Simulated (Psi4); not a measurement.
C$_{2}$H$_{6}$Cl$_{2}$Si (SMILES C[Si](C)(Cl)Cl), singlet, at a GFN2-xTB geometry; MP2/STO-3G (Psi4).

Psi4 was given this input:
```
memory 2 GB

molecule mol {
0 1
  C     1.394125   -1.534701   -0.233123
  Si   -0.022803   -0.299233    0.052260
  C    -1.598224   -1.143546    0.700870
  Cl    0.580086    1.101449    1.397209
  Cl   -0.447480    0.638645   -1.701110
  H     1.116935   -2.290885   -0.961479
  H     2.285294   -1.034511   -0.603397
  H     1.663628   -2.044661    0.686909
  H    -2.396331   -0.422537    0.857866
  H    -1.963340   -1.888237   -0.000041
  H    -1.416647   -1.642013    1.648346
}

set basis sto-3g
set reference rhf

energy('mp2')
print_variables()
```

**Question.** What does Psi4 print? Leave out banner, timings and long lists.

**Answer.** 
```
    SCF Algorithm Type (re)set to DF.

   => Loading Basis Set <=

    Name: STO-3G
    Role: ORBITAL
    Keyword: BASIS

         ---------------------------------------------------------
                                   SCF
               by Justin Turney, Rob Parrish, Andy Simmonett
                          and Daniel G. A. Smith
                              RHF Reference
         ---------------------------------------------------------

  ==> Geometry <==

    Molecular point group: c1
    Full point group: C1

    Geometry (in Angstrom), charge = 0, multiplicity = 1:

       Center              X                  Y                   Z               Mass
    ------------   -----------------  -----------------  -----------------  -----------------
         C            1.387608095245    -1.620216600444    -0.218188155196    12.000000000000
         SI          -0.029319904755    -0.384748600444     0.067194844804    27.976926534650
         C           -1.604740904755    -1.229061600444     0.715804844804    12.000000000000
         CL           0.573569095245     1.015933399556     1.412143844804    34.968852682000
         CL          -0.453996904755     0.553129399556    -1.686175155196    34.968852682000
         H            1.110418095245    -2.376400600444    -0.946544155196     1.007825032230
         H            2.278777095245    -1.120026600444    -0.588462155196     1.007825032230
         H            1.657111095245    -2.130176600444     0.701843844804     1.007825032230
         H           -2.402847904755    -0.508052600444     0.872800844804     1.007825032230
         H           -1.969856904755    -1.973752600444     0.014893844804     1.007825032230
         H           -1.423163904755    -1.727528600444     1.663280844804     1.007825032230

  Running in c1 symmetry.

  Rotational constants: A =      0.08379  B =      0.06108  C =      0.05412 [cm^-1]
  Rotational constants: A =   2511.85214  B =   1831.12237  C =   1622.38012 [MHz]
  Nuclear repulsion =  363.832877341014694

  Charge       = 0
  Multiplicity = 1
  Electrons    = 66
  Nalpha       = 33
  Nbeta        = 33

  ==> Algorithm <==

  SCF Algorithm Type is DF.
  DIIS enabled.
  MOM disabled.
  Fractional occupation disabled.
  Guess Type is SAD.
  Energy threshold   = 1.00e-08
  Density threshold  = 1.00e-08
  Integral threshold = 1.00e-12

  ==> Primary Basis <==

  Basis Set: STO-3G
    Blend: STO-3G
    Number of shells: 27
    Number of basis functions: 43
    Number of Cartesian functions: 43
    Spherical Harmonics?: true
    Max angular momentum: 1

   => Loading Basis Set <=

    Name: (STO-3G AUX)
    Role: JKFIT
    Keyword: DF_BASIS_SCF

  ==> Integral Setup <==

  SCF_SUBTYPE=INCORE selected. In-core MEM_DF algorithm will be used.
  Using in-core AOs.

  ==> MemDFJK: Density-Fitted J/K Matrices <==

    J tasked:                   Yes
    K tasked:                   Yes
    wK tasked:                   No
    Algorithm:                 Core
    Schwarz Cutoff:           1E-12
    Mask sparsity (%):       6.2737
    Fitting Condition:        1E-10

   => Auxiliary Basis Set <=

  Basis Set: (STO-3G AUX)
    Blend: DEF2-UNIVERSAL-JKFIT
    Number of shells: 200
    Number of basis functions: 642
    Number of Cartesian functions: 763
    Spherical Harmonics?: true
    Max angular momentum: 4

  Minimum eigenvalue in the overlap matrix is 2.2894366348E-01.
  Reciprocal condition number of the overlap matrix is 9.8359812861E-02.
    Using symmetric orthogonalization.

  ==> Pre-Iterations <==

  SCF Guess: Superposition of Atomic Densities via on-the-fly atomic UHF (no occupation information).

   -------------------------
    Irrep   Nso     Nmo
   -------------------------
     A         43      43
   -------------------------
    Total      43      43
   -------------------------

  ==> Iterations <==

                           Total Energy        Delta E     RMS |[F,P]|

   @DF-RHF iter SAD: -1270.02514783054244   -1.27003e+03   0.00000e+00
   @DF-RHF iter   1: -1273.16080232757577   -3.13565e+00   5.95022e-03 DIIS/ADIIS
   @DF-RHF iter   2: -1273.22644710108034   -6.56448e-02   1.06031e-03 DIIS/ADIIS
   @DF-RHF iter   3: -1273.22799004020635   -1.54294e-03   2.10110e-04 DIIS/ADIIS
   @DF-RHF iter   4: -1273.22810685591458   -1.16816e-04   2.14299e-05 DIIS
   @DF-RHF iter   5: -1273.22810822432029   -1.36841e-06   3.43306e-06 DIIS
   @DF-RHF iter   6: -1273.22810825549686   -3.11766e-08   6.69827e-07 DIIS
   @DF-RHF iter   7: -1273.22810825662782   -1.13096e-09   1.21288e-07 DIIS
   @DF-RHF iter   8: -1273.22810825665624   -2.84217e-11   1.48129e-08 DIIS
   @DF-RHF iter   9: -1273.22810825665579    4.54747e-13   2.77725e-09 DIIS
  Energy and wave function converged.

  ==> Post-Iterations <==

    Orbital Energies [Eh]
    ---------------------

    Doubly Occupied:

       1A   -103.658261     2A   -103.658257     3A    -68.139589
       4A    -11.039706     5A    -11.039662     6A    -10.350241
       7A    -10.350090     8A     -7.793997     9A     -7.793793
      10A     -7.788434    11A     -7.788342    12A     -7.788289
      13A     -7.788240    14A     -6.106334    15A     -4.132682
      16A     -4.131233    17A     -4.129759    18A     -1.056249
      19A     -1.007208    20A     -0.941481    21A     -0.924917
      22A     -0.640002    23A     -0.567970    24A     -0.564663
      25A     -0.553029    26A     -0.549073    27A     -0.475517
      28A     -0.469841    29A     -0.458450    30A     -0.405444
      31A     -0.394602    32A     -0.391261    33A     -0.374248

    Virtual:

      34A      0.308857    35A      0.365970    36A      0.448035
      37A      0.488929    38A      0.680873    39A      0.695866
      40A      0.698917    41A      0.706070    42A      0.728956
      43A      0.739750

    Final Occupation by Irrep:
              A
    DOCC [    33 ]
    NA   [    33 ]
    NB   [    33 ]

  @DF-RHF Final Energy: -1273.22810825665579

   => Energetics <=

    Nuclear Repulsion Energy =            363.8328773410146937
    One-Electron Energy =               -2487.6202446355050597
    Two-Electron Energy =                 850.5592590378345221
    Total Energy =                      -1273.2281082566555597

Computation Completed

Properties will be evaluated at   0.000000,   0.000000,   0.000000 [a0]

Properties computed using the SCF density matrix

 Multipole Moments:

 ------------------------------------------------------------------------------------
     Multipole            Electronic (a.u.)      Nuclear  (a.u.)        Total (a.u.)
 ------------------------------------------------------------------------------------

 L = 1.  Multiply by 2.5417464519 to convert [e a0] to [Debye]
 Dipole X            :          0.7117250           -0.8127915           -0.1010664
 Dipole Y            :          9.3394117          -10.6656513           -1.3262397
 Dipole Z            :         -1.6310971            1.8627196            0.2316224
 Magnitude           :                                                    1.3501019

 ------------------------------------------------------------------------------------

  //>>>>>>>>>>>>>>>>>>>>>>>>>>>>>>>>>>>//
  //               DFMP2               //
  //<<<<<<<<<<<<<<<<<<<<<<<<<<<<<<<<<<<//

   => Loading Basis Set <=

    Name: (STO-3G AUX)
    Role: RIFIT
    Keyword: DF_BASIS_MP2

	 --------------------------------------------------------
	                          DF-MP2
	      2nd-Order Density-Fitted Moller-Plesset Theory

	        Rob Parrish, Justin Turney, Andy Simmonett,
	           Ed Hohenstein, and C. David Sherrill
	 --------------------------------------------------------

   => Auxiliary Basis Set <=

  Basis Set: (STO-3G AUX)
    Blend: DEF2-SVP-RI
    Number of shells: 128
    Number of basis functions: 366
    Number of Cartesian functions: 419
    Spherical Harmonics?: true
    Max angular momentum: 3

	 --------------------------------------------------------
	                 NBF =    43, NAUX =   366
	 --------------------------------------------------------
	   CLASS    FOCC     OCC    AOCC    AVIR     VIR    FVIR
	   PAIRS       0      33      33      10      10       0
	 --------------------------------------------------------

	-----------------------------------------------------------
	 ==================> DF-MP2 Energies <====================
	-----------------------------------------------------------
	 Reference Energy          =   -1273.2281082566557870 [Eh]
	 Singles Energy            =      -0.0000000000000000 [Eh]
	 Same-Spin Energy          =      -0.0173398298315008 [Eh]
	 Opposite-Spin Energy      =      -0.1344799894892666 [Eh]
	 Correlation Energy        =      -0.1518198193207674 [Eh]
	 Total Energy              =   -1273.3799280759765225 [Eh]
	-----------------------------------------------------------
	 ================> DF-SCS-MP2 Energies <==================
	-----------------------------------------------------------
	 SCS Same-Spin Scale       =       0.3333333333333333 [-]
	 SCS Opposite-Spin Scale   =       1.2000000000000000 [-]
	 SCS Same-Spin Energy      =      -0.0057799432771669 [Eh]
	 SCS Opposite-Spin Energy  =      -0.1613759873871199 [Eh]
	 SCS Correlation Energy    =      -0.1671559306642869 [Eh]
	 SCS Total Energy          =   -1273.3952641873199809 [Eh]
	-----------------------------------------------------------

  Variable Map:
  ----------------------------------------------------------------------------
  "CURRENT CORRELATION ENERGY"           =>      -0.151819819321
  "CURRENT ENERGY"                       =>   -1273.379928075977
  "CURRENT REFERENCE ENERGY"             =>   -1273.228108256656
  "CUSTOM SCS-MP2 CORRELATION ENERGY"    =>      -0.167155930664
  "CUSTOM SCS-MP2 TOTAL ENERGY"          =>   -1273.395264187320
  "DD SOLVATION ENERGY"                  =>       0.000000000000
  "HF KINETIC ENERGY"                    =>    1252.516474671822
  "HF POTENTIAL ENERGY"                  =>   -2525.744582928477
  "HF TOTAL ENERGY"                      =>   -1273.228108256656
  "HF VIRIAL RATIO"                      =>       2.016536016894
  "MP2 CORRELATION ENERGY"               =>      -0.151819819321
  "MP2 DOUBLES ENERGY"                   =>      -0.151819819321
  "MP2 OPPOSITE-SPIN CORRELATION ENERGY" =>      -0.134479989489
  "MP2 SAME-SPIN CORRELATION ENERGY"     =>      -0.017339829832
  "MP2 SINGLES ENERGY"                   =>      -0.000000000000
  "MP2 TOTAL ENERGY"                     =>   -1273.379928075977
  "NUCLEAR REPULSION ENERGY"             =>     363.832877341015
  "ONE-ELECTRON ENERGY"                  =>   -2487.620244635505
  "PCM POLARIZATION ENERGY"              =>       0.000000000000
  "PE ENERGY"                            =>       0.000000000000
  "SCF ITERATION ENERGY"                 =>   -1273.228108256656
  "SCF ITERATIONS"                       =>       9.000000000000
  "SCF TOTAL ENERGY"                     =>   -1273.228108256656
  "SCS-MP2 CORRELATION ENERGY"           =>      -0.167155930664
  "SCS-MP2 TOTAL ENERGY"                 =>   -1273.395264187320
  "TWO-ELECTRON ENERGY"                  =>     850.559259037835

  Array Variable Map:
  ----------------------------------------------------------------------------
  "CURRENT DIPOLE"                       =>      -0.101066422773 ... 0.231622448199 1 by 3
  "SCF DIPOLE"                           =>      -0.101066422773 ... 0.231622448199 1 by 3
  "SCF TOTAL ENERGIES"                   =>   -1270.025147830542 ... -1273.228108256656 1 by 10
```
